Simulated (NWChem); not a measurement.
System: SiHOICl₂; SMILES [Si](I)(Cl)(O)Cl

The following NWChem deck was run.

```
start job
memory heap 200 mb stack 900 mb global 1100 mb
geometry units angstroms noautoz
  O     -1.970031     0.933692     0.000000
  Si    -0.335423     0.816584     0.000000
  Cl     0.459787     1.738253     1.651293
  Cl     0.459787     1.738253    -1.651293
  I      0.191847    -1.536110     0.000000
  H     -2.353274     1.818404     0.000000
end
basis spherical
  * library def2-svp
end
ecp
  I library def2-ecp
end
dft
  xc xpbe96 cpbe96
  iterations 150
  vectors input atomic output neutral.movecs
end
task dft energy
charge 1
dft
  odft
  mult 2
  vectors input atomic output cation.movecs
end
task dft energy
```

Parts of the log:

```
             Northwest Computational Chemistry Package (NWChem) 7.3.0
             --------------------------------------------------------

 CS  symmetry detected

                             Geometry "geometry" -> ""
                             -------------------------

 Output coordinates in angstroms (scale by  1.889725989 to convert to a.u.)

  No.       Tag          Charge          X              Y              Z
 ---- ---------------- ---------- -------------- -------------- --------------
    1 O                    8.0000    -1.95110180    -1.03977886     0.00000000
    2 Si                  14.0000    -0.32368365    -0.84698948     0.00000000
    3 Cl                  17.0000     0.51341450    -1.73078775     1.65129300
    4 Cl                  17.0000     0.51341450    -1.73078775    -1.65129300
    5 I                   53.0000     0.09390934     1.52762603     0.00000000
    6 H                    1.0000    -2.29290261    -1.94131240     0.00000000

 Effective nuclear repulsion energy (a.u.)     762.9138870550

      Symmetry information
      --------------------

 Group name             Cs
 Group number              2
 Group order               2
 No. of unique centers     5

 Summary of "ao basis" -> "ao basis" (spherical)
 ------------------------------------------------------------------------------
       Tag                 Description            Shells   Functions and Types
 ---------------- ------------------------------  ------  ---------------------
 O                          def2-svp                 6       14   3s2p1d
 Si                         def2-svp                 8       18   4s3p1d
 Cl                         def2-svp                 8       18   4s3p1d
 I                          def2-svp                10       26   4s4p2d
 H                          def2-svp                 3        5   2s1p

      Symmetry analysis of basis
      --------------------------

        a'         63
        a"         36

            General Information
            -------------------
          SCF calculation type: DFT
          Wavefunction type:  closed shell.
          No. of atoms     :     6
          No. of electrons :    82
           Alpha electrons :    41
            Beta electrons :    41
          Charge           :     0
          Spin multiplicity:     1
          Use of symmetry is: on ; symmetry adaption is: on
          Maximum number of iterations: 150
          AO basis - number of functions:    99
                     number of shells:    43
          Convergence on energy requested:  1.00D-06
          Convergence on density requested:  1.00D-05
          Convergence on gradient requested:  5.00D-04

              XC Information
              --------------
          PerdewBurkeErnzerhof Exchange Functional  1.000
            Perdew 1991 LDA Correlation Functional  1.000 local
           PerdewBurkeErnz. Correlation Functional  1.000 non-local

             Grid Information
             ----------------
          Grid used for XC integration:  medium
          Radial quadrature: Mura-Knowles
          Angular quadrature: Lebedev.
          Tag              B.-S. Rad. Rad. Pts. Rad. Cut. Ang. Pts.
          ---              ---------- --------- --------- ---------
          O                   0.60       49          10.0       434
          Si                  1.10       88           8.0       590
          Cl                  1.00       88          10.0       590
          I                   1.40      123          11.0       590
          H                   0.35       45          11.0       434
          Grid pruning is: on
          Number of quadrature shells:   393
          Spatial weights used:  Erf1

      Superposition of Atomic Density Guess
      -------------------------------------

 Sum of atomic energies:       -1629.70313549

      Non-variational initial energy
      ------------------------------

 Total energy =   -1580.458235
 1-e energy   =   -3289.992266
 2-e energy   =    1209.297505
 HOMO         =      -0.352857
 LUMO         =       0.023028

      Symmetry analysis of molecular orbitals - initial
      -------------------------------------------------

  Numbering of irreducible representations:

     1 a'          2 a"

  Orbital symmetries:

     1 a'          2 a"          3 a'          4 a'          5 a'
     6 a"          7 a'          8 a"          9 a'         10 a'
    11 a"         12 a"         13 a'         14 a'         15 a'
    16 a"         17 a'         18 a'         19 a"         20 a'
    21 a'         22 a'         23 a"         24 a"         25 a'
    26 a'         27 a'         28 a"         29 a'         30 a'
    31 a'         32 a"         33 a'         34 a'         35 a"
    36 a'         37 a"         38 a"         39 a'         40 a'
    41 a"         42 a'         43 a'         44 a"         45 a'
    46 a'         47 a'         48 a'         49 a'         50 a"
    51 a'

   convergence    iter        energy       DeltaE   RMS-Dens  Diis-err
 ---------------- ----- ----------------- --------- --------- ---------
 d= 0,ls=0.0,diis     1  -1582.4235111386 -2.08D+03  2.20D-02  1.08D+00
 d= 0,ls=0.0,diis     2  -1582.1537589678  2.70D-01  1.49D-02  3.25D+00
 d= 0,ls=0.0,diis     3  -1582.5409133683 -3.87D-01  2.63D-03  6.79D-02
 d= 0,ls=0.0,diis     4  -1582.5450212218 -4.11D-03  1.45D-03  2.73D-02
 d= 0,ls=0.0,diis     5  -1582.5482075189 -3.19D-03  3.80D-04  1.13D-03
  Resetting Diis
 d= 0,ls=0.0,diis     6  -1582.5483486612 -1.41D-04  1.44D-04  9.94D-05
 d= 0,ls=0.0,diis     7  -1582.5483634738 -1.48D-05  8.51D-05  6.82D-06
 d= 0,ls=0.0,diis     8  -1582.5483615130  1.96D-06  5.27D-05  1.72D-05
 d= 0,ls=0.0,diis     9  -1582.5483647068 -3.19D-06  5.01D-06  2.68D-07
 d= 0,ls=0.0,diis    10  -1582.5483647378 -3.10D-08  1.30D-06  2.14D-08

[...]
```

Level: PBE/def2-SVP with def2 effective core potentials on I, vertical spin-unrestricted ions. The geometry was optimised at PBE0/def2-SVP. Not confirmed as a minimum by frequencies. def2 effective core potentials on I; no spin-orbit coupling.
